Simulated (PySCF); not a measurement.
C₄H₉PSSi₂.
SMILES with atom numbers: `[SiH3:1][PH:2][SiH2:3][c:4]1[cH:5][cH:6][cH:7][s:8]1` (hydrogens: H9, H10, H11 on Si1; H12 on P2; H13, H14 on Si3; H15 on C5; H16 on C6; H17 on C7)

Computed with PySCF, PBE0-D3(BJ)/def2-SVP geometry optimisation, gas phase.

**Question.** List the bond lengths, angles and torsions at this level.

**Answer.** 
```tsv
bond	length (bohr)	order
Si1–P2	4.282	single
P2–Si3	4.278	single
Si3–C4	3.524	single
C4–C5	2.610	aromatic
C5–C6	2.683	aromatic
C6–C7	2.594	aromatic
C7–S8	3.234	aromatic
C4–S8	3.264	aromatic
Si1–H9, Si1–H10, Si1–H11	2.823	single
P2–H12	2.703	single
Si3–H13, Si3–H14	2.823	single
C5–H15	2.064	single
C6–H16	2.062	single
C7–H17	2.059	single
```

Bonds in one row agree within 0.02 bohr and their mean is given. Orders are formal, as drawn. A selection of angles:
```tsv
angle	degrees
P2–Si1–H9	107.8
P2–Si1–H10	113.5
H9–Si1–H10	108.9
Si1–P2–Si3	94.2
Si1–P2–H12	95.5
Si3–P2–H12	96.2
P2–Si3–C4	105.1
P2–Si3–H13	113.0
P2–Si3–H14	109.5
C4–Si3–H13	108.3
C4–Si3–H14	111.5
H13–Si3–H14	109.4
Si3–C4–C5	128.4
Si3–C4–S8	121.4
C5–C4–S8	110.0
C4–C5–C6	113.5
C4–C5–H15	122.9
C6–C5–H15	123.6
C5–C6–C7	112.3
C5–C6–H16	124.3
C7–C6–H16	123.4
C6–C7–S8	111.5
C6–C7–H17	128.0
S8–C7–H17	120.5
C4–S8–C7	92.8
```

Dihedral angles: Si1–P2–Si3–C4 -57° (synclinal); P2–Si3–C4–C5 -60° (synclinal). The mirror-image conformer, all signs reversed, is as good.

Of the pairs four or more bonds apart, Si1···S8 is among the closest relative to their van der Waals radii: 3.98 Å, 102 % of the sum of Bondi's values. Si3 (SiH2 silicon) is distorted tetrahedral (angles from 105.1° to 113.0°). Si1 (SiH3 silicon) is distorted tetrahedral (angles from 107.8° to 113.5°). The C–C distances run from 1.373 Å (C6–C7, aromatic) to 1.420 Å (C5–C6, aromatic), a spread of 0.047 Å. The 5-membered ring C4–C5–C6–C7–S8 has internal angles of 92.8° to 113.5°; it is planar, 0.00 Å rms from its mean plane, widest ring torsion 0°. P2 (three-coordinate phosphorus) is pyramidal (angles 96.2°, 95.5° and 94.2°, sum 285.8°, 0.97 Å off the plane of its three neighbours).

Point group: C1 (no symmetry element, even within 0.4 Å). No frequency check. The numbers are those of one conformer.
